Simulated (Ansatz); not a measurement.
Cl2FHOZr, SMILES `[OH][Zr]([F])([Cl])[Cl]` at its PBE0-D4/def2-TZVP geometry, where that method's forces vanish. The species carries charge 0 and has multiplicity 1. Zr: def2 effective core potential.

```csv
atom,x (Å),y (Å),z (Å)
O1,0.008,1.265,0.733
Zr2,0.039,-0.323,-0.280
F3,0.872,0.027,-1.941
Cl4,-2.155,-1.060,-0.652
Cl5,1.258,-1.963,0.869
H6,-0.022,2.054,1.269
```

**Question.** For each bond, give half the difference of the two atoms' forces along it (eV/Å; positive pushes the atoms apart) under PBE-D4, r2SCAN-D4, B3LYP-D4, ωB97M-V in def2-TZVPP. (Estimate.)

**Answer.** Computed: 
| bond | length (Å) | PBE-D4 | r2SCAN-D4 | B3LYP-D4 | ωB97M-V |
| --- | --- | --- | --- | --- | --- |
| O1–Zr2 | 1.884 | 0.07 | 0.14 | 0.19 | 0.07 |
| O1–H6 | 0.954 | 0.24 | -0.08 | -0.14 | -0.10 |
| Zr2–F3 | 1.891 | 0.25 | 0.04 | 0.16 | -0.01 |
| Zr2–Cl4 | 2.344 | 0.04 | 0.06 | 0.13 | 0.09 |
| Zr2–Cl5 | 2.344 | 0.04 | 0.06 | 0.13 | 0.09 |

B3LYP here is the variant with VWN-RPA as its local correlation; programs differ in this.
